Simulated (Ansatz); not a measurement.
SnHFBr2, SMILES [F][SnH]([Br])[Br].

The structure is a stationary point at r2SCAN-D4/def2-SVP. The structure was generated by enumeration; whether it is a known compound was not checked. The def2 effective core potentials stand for the cores of Sn; spin–orbit coupling is left out.

Two levels are set side by side: PBE/def2-SVPD (Ansatz, a first-principles code) and CAM-B3LYP/def2-SVPD (Ansatz). Energy differences of separate SCF runs at the same geometry; the states with an electron removed or added have multiplicity 2 and 2. Differences are taken from unrounded values.

```tsv
quantity	CAM-B3LYP
vertical ionisation energy (eV)	11.18
vertical electron affinity (eV)	1.12
vertical singlet–triplet gap (eV)	4.79
```

Q: What does PBE give, and how far is it from CAM-B3LYP? (Estimate from the structure and the level; the computed values follow.)

A: 
```json
[
 {"quantity": "vertical ionisation energy (eV)", "PBE": "10.51", "PBE minus CAM-B3LYP": "-0.68"},
 {"quantity": "vertical electron affinity (eV)", "PBE": "1.16", "PBE minus CAM-B3LYP": "0.04"},
 {"quantity": "vertical singlet–triplet gap (eV)", "PBE": "4.17", "PBE minus CAM-B3LYP": "-0.63"}
]
```
